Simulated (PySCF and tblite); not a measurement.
The numbers below are computed, except where a source is named.
2 diastereomers of C6H14O2, numbered alike:

```csv
isomer,SMILES,descriptors (one enantiomer)
A,[CH3:1][O:2][C@@H:3]([CH3:4])[C@H:5]([CH3:6])[O:7][CH3:8],"3S, 5S"
B,[CH3:1][O:2][C@H:3]([CH3:4])[C@H:5]([CH3:6])[O:7][CH3:8],"3R, 5S"
```

Each isomer is a Boltzmann average at 298.15 K over at most 7 conformers: GFN2-xTB geometries, energies PBE0/pcSseg-1 (D3(BJ) added where defined), GIAO shieldings PBE0/pcSseg-1, GFN2-xTB thermal terms. Programs: PySCF with density fitting and tblite.

(1) What shifts does each isomer give (ppm)?

Shifts are unscaled: against experiment ¹³C can be off by 15 ppm or more and ¹H by 0.8 ppm.

Answers

(1) 
A: ¹H (against TMS): 3.57 (H1/H8, 6H), 3.35 (H3/H5, 2H), 1.07 (H4/H6, 6H). ¹³C (against TMS): 82.8 (C3/C5), 59.2 (C1/C8), 15.2 (C4/C6).

B: ¹H (against TMS): 3.56 (H1/H8, 6H), 3.11 (H3/H5, 2H), 1.16 (H4/H6, 6H). ¹³C (against TMS): 84.8 (C3/C5), 59.3 (C1/C8), 16.3 (C4/C6).
